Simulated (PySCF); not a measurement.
# Electron correlation in C (carbon, neutral)

[He] 2s2 2p2, high-spin 3P determinant. Computed with PySCF 2.14 in aug-cc-pVDZ-DK, with the spin-free X2C one-electron Hamiltonian (Gaussian nucleus). Frozen: 1s2; 4 electrons correlated.

```
  level  correlation energy (mhartree)
   CCSD                         -75.84
    (T)                          -1.26
CCSD(T)                         -77.10
  CCSDT                         -77.50
    FCI                         -77.54
```

Diagnostics: T1 = 0.0096, D1 = 0.0172, largest double amplitude 0.078, weight of the Hartree-Fock determinant in FCI 0.9454 (33880 determinants).

Cost of the coupled-cluster step: about 0.23 core-seconds, for 4 correlated electrons.

Iterations:

```
CC2 = 0
CCSD nocc = (np.int64(3), np.int64(1)), nmo = (22, 22)
frozen orbitals [[0], [0]]
max_cycle = 100
direct = 0
conv_tol = 1e-08
conv_tol_normt = 1e-06
diis_space = 8
diis_start_cycle = 0
Init t2, MP2 energy = -0.0537120400600356
Init E_corr(UCCSD) = -0.0537120400606031
cycle = 1  E_corr(UCCSD) = -0.0680682326081284  dE = -0.0143561925  norm(t1,t2) = 0.0497051
cycle = 2  E_corr(UCCSD) = -0.0725501065802751  dE = -0.00448187397  norm(t1,t2) = 0.0220327
cycle = 3  E_corr(UCCSD) = -0.0758882822731504  dE = -0.00333817569  norm(t1,t2) = 0.0113536
cycle = 4  E_corr(UCCSD) = -0.0758236155751478  dE = 6.4666698e-05  norm(t1,t2) = 0.0017878
cycle = 5  E_corr(UCCSD) = -0.0758498753457041  dE = -2.62597706e-05  norm(t1,t2) = 0.000322815
cycle = 6  E_corr(UCCSD) = -0.0758397466922049  dE = 1.01286535e-05  norm(t1,t2) = 7.3709e-05
cycle = 7  E_corr(UCCSD) = -0.0758448198562382  dE = -5.07316403e-06  norm(t1,t2) = 2.1025e-05
cycle = 8  E_corr(UCCSD) = -0.0758442594825756  dE = 5.60373663e-07  norm(t1,t2) = 6.56675e-06
cycle = 9  E_corr(UCCSD) = -0.0758440378198029  dE = 2.21662773e-07  norm(t1,t2) = 1.82742e-06
cycle = 10  E_corr(UCCSD) = -0.0758441508741057  dE = -1.13054303e-07  norm(t1,t2) = 5.01661e-07
cycle = 11  E_corr(UCCSD) = -0.0758441498491548  dE = 1.0249509e-09  norm(t1,t2) = 1.0621e-07
UCCSD converged
E(UCCSD) = -37.77853294226193  E_corr = -0.07584414984915484
UCCSD(T) correction = -0.00126023896512257
```
